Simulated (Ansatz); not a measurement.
`[SiH3][SiH2]BCl` + `[GeH3][SiH2][GeH2][GeH3]` → `[SiH3][SiH2][GeH2][GeH2][SiH2][GeH3]` + `BCl`  (formal exchange of groups at the Si–B bond)

Isolated molecules relaxed with PBE0-D4/def2-TZVP in Ansatz; ΔE leaves out vibrations. CCSD(T)/CBS is the MP2 limit (def2-TZVPP, def2-QZVPP) plus CCSD(T) − MP2 in def2-TZVPP, frozen cores. This one scheme is used for every species. Functionals use def2-TZVPP. HSE06 is defined as in plane-wave codes. For Ge outer-core shells are correlated without core-valence functions, which leaves a few kJ/mol of doubt a bond. Scalar relativity is left out up to krypton. Each species was taken in one conformer, which may not be the lowest.

| level | ΔE (kJ/mol) | difference from CCSD(T)/CBS |
| --- | --- | --- |
| B97M-V | -33.0 | 13.8 |
| r2SCANh-D4 | -41.3 | 5.5 |
| HSE06-D4 | -44.1 | 2.7 |
| ωB97X-V | -42.0 | 4.8 |
| B2PLYP | -37.9 | 8.9 |
| r2SCAN | -36.0 | 10.8 |
| HF/def2-SVP | -32.2 | 14.6 |
| CCSD/def2-SVP | -39.2 | 7.6 |
| HF/def2-TZVPP | -32.3 | 14.5 |
| SCS-MP2/def2-TZVPP | -46.6 | 0.2 |
| CCSD(T)/CBS | -46.8 | 0 |

Largest T1 diagnostic among the species: 0.014.

From BLYP to BHLYP (50 % exact exchange), in def2-TZVPP and without D4, ΔE moves by −8.4 kJ/mol. The D4 term adds −16.0 kJ/mol with B3LYP and −9.9 kJ/mol with PBE0; it sums over pairs of atoms, weighted by their polarisabilities, and B3LYP, whose exchange is more repulsive, gets the larger term.

B3LYP here is the variant with VWN-RPA as its local correlation; programs differ in this.
